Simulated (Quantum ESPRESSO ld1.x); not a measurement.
The numbers below are computed, except where a source is named.
These are the eigenvalues of the occupied orbitals of an atom or ion with whole-number occupations (eV). Level of theory: Dirac Kohn-Sham, PBE, spin-unpolarised, spherical densities, point nucleus (ld1.x of Quantum ESPRESSO 7.5).

| orbital | eigenvalue |
|---|---|
| 1s1/2 | -57358.0 |
| 2s1/2 | -9672.21 |
| 2p1/2 | -9213.82 |
| 2p3/2 | -8297.01 |
| 3s1/2 | -2207.50 |
| 3p1/2 | -2006.59 |
| 3p3/2 | -1814.08 |
| 3d3/2 | -1470.83 |
| 3d5/2 | -1428.77 |
| 4s1/2 | -476.231 |
| 4p1/2 | -395.887 |
| 4p3/2 | -352.278 |
| 4d3/2 | -220.013 |
| 4d5/2 | -212.033 |
| 5s1/2 | -94.4684 |
| 5p1/2 | -71.3309 |
| 5p3/2 | -64.9232 |
| 4f5/2 | -51.9873 |
| 4f7/2 | -50.7598 |
| 6f5/2 | -8.1614 |

Which element is it, and in what charge state? The configuration may be excited. Open shells, if any, fill j = l - 1/2 first.

Answer. Z = 68, erbium, charge +3: Er3+ in [Xe] 4f10 6f1. The list shows which subshells hold electrons but not how many an open one holds; the 1s level, -2107.9 hartree, gives Z - s = 64.9 by -(Z - s)^2/2, which with screening and relativity narrows Z to a few neighbours, and the depths of the outer levels then fix element, charge and occupations together.
